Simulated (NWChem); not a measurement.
System meant: CH3CoFN2, quartet; SMILES C1=[NH]->[Co]([NH]1)[F]

Here is an NWChem input.

```
start job
memory heap 200 mb stack 900 mb global 1100 mb
geometry units angstroms noautoz
  Co    -0.013857    -0.506878     0.000000
  F      0.199986    -2.254446     0.000000
  C      0.034203     1.895294     0.000000
  N     -1.081602     1.173703     0.000000
  N      1.132233     1.158961     0.000000
  H      0.038894     2.991672     0.000000
  H     -1.967084     1.660893     0.000000
  H      2.025627     1.632670     0.000000
end
basis spherical
  * library def2-svp
end
dft
  odft
  mult 5
  xc pbe0
  iterations 150
  mulliken
end
task dft energy
```

End of the output:

```
 Summary of "ao basis" -> "ao basis" (spherical)
 ------------------------------------------------------------------------------
       Tag                 Description            Shells   Functions and Types
 ---------------- ------------------------------  ------  ---------------------
 Co                         def2-svp                11       31   5s3p2d1f
 F                          def2-svp                 6       14   3s2p1d
 C                          def2-svp                 6       14   3s2p1d
 N                          def2-svp                 6       14   3s2p1d
 H                          def2-svp                 3        5   2s1p

 Summary of "ao basis" -> "ao basis" (spherical)
 ------------------------------------------------------------------------------
       Tag                 Description            Shells   Functions and Types
 ---------------- ------------------------------  ------  ---------------------
 Co                         def2-svp                11       31   5s3p2d1f
 F                          def2-svp                 6       14   3s2p1d
 C                          def2-svp                 6       14   3s2p1d
 N                          def2-svp                 6       14   3s2p1d
 H                          def2-svp                 3        5   2s1p

      Symmetry analysis of basis
      --------------------------

        a'         73
        a"         29

  number of electrons :                   59
  multiplicity        :                    5
 ------------------------------------------------------------------------
  no. of electrons and multiplicity not compatible                  59
 ------------------------------------------------------------------------
 ------------------------------------------------------------------------
  current input line :
    23: task dft energy
 ------------------------------------------------------------------------
 ------------------------------------------------------------------------
 There is an error in the input file
 ------------------------------------------------------------------------
 For more information see the NWChem manual at https://nwchemgit.github.io

0: no. of electrons and multiplicity not compatible:Received an Error in Communication
```

**Question.** Find the fault in this run and fix the input.

**Answer.** The program refused the input. Cause: the multiplicity doesn't fit the number of electrons (an even count wants an odd multiplicity, and the reverse). This input runs:
```
start job
memory heap 200 mb stack 900 mb global 1100 mb
geometry units angstroms noautoz
  Co    -0.013857    -0.506878     0.000000
  F      0.199986    -2.254446     0.000000
  C      0.034203     1.895294     0.000000
  N     -1.081602     1.173703     0.000000
  N      1.132233     1.158961     0.000000
  H      0.038894     2.991672     0.000000
  H     -1.967084     1.660893     0.000000
  H      2.025627     1.632670     0.000000
end
basis spherical
  Co library def2-svp
  F library def2-svp
  C library def2-svp
  N library def2-svp
  H library def2-svp
end
dft
  odft
  mult 4
  xc pbe0
  iterations 150
  mulliken
end
task dft energy
```
It converges to -1631.21253 Ha (PBE0/def2-SVP, spin-unrestricted).
